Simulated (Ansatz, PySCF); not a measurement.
System: arsenic trifluoride, AsF3 (charge 0, singlet). 
Structure (B3LYP-D3(BJ)/def2-TZVP (Ansatz, a program for electronic structure) minimum search):
```
As
F 1 1.7294
F 1 1.7294 2 96.05
F 1 1.7294 2 96.05 3 -96.77
```
Charge 0, spin multiplicity 1.

Wanted: vertical ionisation energy (to the doublet state of charge +1; each state is the SCF solution reached for its spin; the molecule has degenerate orbitals, so one determinant may break the symmetry), in eV. Valence correlation only, unless marked. UHF or UKS for open shells. No spin-orbit coupling. Frozen are the shells of the preceding noble gas and the d and f shells that filled before the atom's block. No relativistic terms. 

```tsv
level	program	vertical ionisation energy (eV)
HF/aug-cc-pVTZ	Ansatz	12.26
B3LYP/def2-TZVPD	Ansatz	12.72
PBE0/def2-TZVPD	Ansatz	12.62
BHLYP/def2-TZVPD	Ansatz	12.90
B2PLYP/def2-TZVPD	Ansatz	12.68
MP2/aug-cc-pVDZ	Ansatz	12.68
RI-MP2/aug-cc-pVTZ	Ansatz	12.76
RI-MP2/aug-cc-pVQZ	Ansatz	12.83
CCSD/aug-cc-pVDZ	Ansatz	12.72
```

For comparison, minus the highest occupied orbital energy (PySCF): 11.34 eV at M06-2X/def2-TZVPD, 9.25 eV at TPSSh/def2-TZVPD, 13.35 eV at HF/def2-TZVPD.
